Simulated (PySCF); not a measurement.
C4H12Si3.
Numbering: `[SiH3:1]/[CH:2]=[CH:3]\[SiH2:4][SiH:5]1[CH2:6][CH2:7]1` (hydrogens: H8, H9, H10 on Si1; H11 on C2; H12 on C3; H13, H14 on Si4; H15 on Si5; H16, H17 on C6; H18, H19 on C7)

Computed, not measured: TDDFT CAM-B3LYP/def2-SVPD, vertical, gas phase, core orbitals frozen in the response in PySCF. Geometry: GFN2-xTB, one conformer, isolated molecule. Torsions of this conformer, `[SiH3:1]/[CH:2]=[CH:3]\[SiH2:4][SiH:5]1[CH2:6][CH2:7]1`: C2–C3–Si4–Si5 -81°, C3–Si4–Si5–C6 15°.

Orbital energies (eV): HOMO-3 -9.74, HOMO-2 -9.69, HOMO-1 -9.02, HOMO -8.03, LUMO -0.13, LUMO+1 0.72, LUMO+2 1.03.

Computed singlets:

| state | E (eV) | f |
| --- | --- | --- |
| S1 | 5.24 | 0.0005 |
| S2 | 5.72 | 0.052 |
| S3 | 5.93 | 0.139 |
| S4 | 6.12 | 0.104 |
| S5 | 6.22 | 0.204 |
| S6 | 6.62 | 0.0056 |
| S7 | 6.84 | 0.0068 |
| S8 | 6.94 | 0.081 |

Question: Which orbital pair leads each of S1, S2, S3, S6 and S8, and how does its energy difference Δε compare with the excitation energy?

Answer: 

```csv
state,leading configuration,weight,Δε (eV),E (eV),E − Δε (eV),f,other configurations
S1,HOMO→LUMO,0.85,7.90,5.24,-2.66,0.0005,–
S2,HOMO-3→LUMO,0.72,9.61,5.72,-3.89,0.052,H-1→L (14%)
S3,HOMO→LUMO+1,0.69,8.75,5.93,-2.82,0.139,H-1→L (11%)
S6,HOMO-1→LUMO+1,0.69,9.74,6.62,-3.12,0.0056,H→L+3 (10%)
S8,HOMO-2→LUMO,0.61,9.56,6.94,-2.62,0.081,H→L+3 (9%)
```

E − Δε runs from -3.89 to -2.62 eV. By orbital difference alone the order would be S1, S3, S8, S2, S6.

H and L stand for HOMO and LUMO. The other states: S4 6.12 eV, f 0.104, H→L+2 (60%), H-1→L (13%), H→L (9%); S5 6.22 eV, f 0.204, H-1→L (56%), H→L+1 (17%), H→L+2 (16%); S7 6.84 eV, f 0.0068, H→L+3 (33%), H-1→L+1 (16%), H-1→L+2 (13%).

Triplets, Tamm–Dancoff:

```json
{"state": "T1", "E (eV)": "3.94", "λ (nm)": "314.5", "main configurations (H = HOMO, L = LUMO)": "H-1→L (61%), H-2→L (22%)"}
{"state": "T2", "E (eV)": "4.57", "λ (nm)": "271.2", "main configurations (H = HOMO, L = LUMO)": "H→L+1 (70%), H→L+2 (19%)"}
{"state": "T3", "E (eV)": "5.10", "λ (nm)": "243.0", "main configurations (H = HOMO, L = LUMO)": "H→L (52%), H-3→L (31%)"}
```

Summed over the main configurations (up to three a state, each over 8%) of all 8 singlets, the electron leaves HOMO with weight 3.07, HOMO-1 with weight 1.92, HOMO-3 with weight 0.72 and HOMO-2 with weight 0.61.
